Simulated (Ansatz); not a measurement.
Reaction (ligand exchange at the Si–N bond): `[NH2][Al]([F])[NH][SiH3]` + `BN` → `BN[SiH3]` + `[NH2][Al]([NH2])[F]`

Program: Ansatz. Geometries: PBE0-D4/def2-TZVP. ΔE: electronic, gas phase. CCSD(T)/CBS is the MP2 limit (def2-TZVPP, def2-QZVPP) plus CCSD(T) − MP2 in def2-TZVPP, frozen cores. This one scheme is used for every species. Functionals use def2-TZVPP. Each species was taken in one conformer, which may not be the lowest.

Task: Is it downhill or uphill in electronic energy at CCSD(T)/CBS, and by how much? (Best estimate.)

Result: Computed: Uphill: ΔE = +0.20 eV.

Task: What do these levels give: r2SCAN-D4, PBE0-D4, ωB97X-V, MP2/def2-QZVPP, SCS-MP2/def2-QZVPP, HF/CBS(def2)? (An estimate is asked.)

Result: The calculation gave: r2SCAN-D4 0.23, PBE0-D4 0.23, ωB97X-V 0.21, MP2/def2-QZVPP 0.20, SCS-MP2/def2-QZVPP 0.19, HF/CBS(def2) 0.17 eV.

Largest T1 diagnostic among the species: 0.012.

In def2-TZVPP, CCSD(T) changes the Hartree–Fock value by +0.04 eV (the triples alone add +0.01 eV) and MP2 by +0.03 eV.
